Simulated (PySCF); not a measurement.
C₂H₂F, SMILES F[C]=C (connectivity only; charge and spin as stated), charge +1, multiplicity 1. Heavy atoms are numbered as in [CH2:1]=[C:2][F:3]. Hydrogens are named by the atom that carries them.

Coordinates come from a PBE-D3(BJ)/def2-TZVP optimisation. The multiplicity is an assumed one; other spin states were not compared. The isomer is the one that the SMILES or the coordinates give; other isomers of the formula were not compared.

These are PBE/def2-TZVPD (PySCF) values and carry that method's errors.

ESP charges are fitted to the potential on shells at 1.4 to 2.0 van der Waals radii. Atomic charges (e), one atom of each kind:

```csv
atom,ESP fit,IAO
C1 (CH2),-0.61,-0.32
C2,0.61,0.63
F3,0.18,0.06
H on C1,0.41,0.31
```
